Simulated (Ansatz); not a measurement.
The cluster HfO₄H₄⁺. Total charge 1; doublet. Geometry r2SCAN-D4/def2-SVP, that of the neutral singlet.

```xyz
9

Hf   -0.207    0.316   -0.058
O    -0.406   -1.713   -1.117
O     0.061   -0.442    1.700
O     0.694   -0.800   -1.508
O     0.521    2.084   -0.243
H     0.079   -2.459   -0.720
H     0.368   -0.507    2.606
H    -2.037    0.577   -0.304
H     0.927    2.944   -0.357
```

In the def2 sets Hf takes a core potential; there is no spin–orbit coupling. The structure holds one bond between oxygen atoms, so isomers without such links may lie far lower. The structure comes from a short search, and lower isomers may exist.

Problem. Estimate the α-spin orbital energies around the gap (eV) in Ansatz with PBE-D4/def2-TZVP, r2SCAN-D4/def2-TZVP, PBE0-D4/def2-TZVP.

Solution. 
```csv
orbital,PBE-D4/def2-TZVP,r2SCAN-D4/def2-TZVP,PBE0-D4/def2-TZVP
HOMO−5,-13.97,-14.37,-15.69
HOMO−4,-13.43,-13.86,-15.13
HOMO−3,-13.39,-13.72,-14.94
HOMO−2,-13.29,-13.61,-14.84
HOMO−1,-13.04,-13.35,-14.55
HOMO,-12.85,-13.16,-14.38
LUMO,-8.16,-7.81,-6.47
LUMO+1,-6.95,-6.76,-6.19
LUMO+2,-6.76,-6.55,-5.95
LUMO+3,-5.63,-5.40,-4.84
LUMO+4,-5.47,-5.13,-4.55
LUMO+5,-5.22,-4.58,-4.33
β HOMO,-12.79,-13.09,-13.94
β LUMO,-12.39,-12.48,-11.99
```
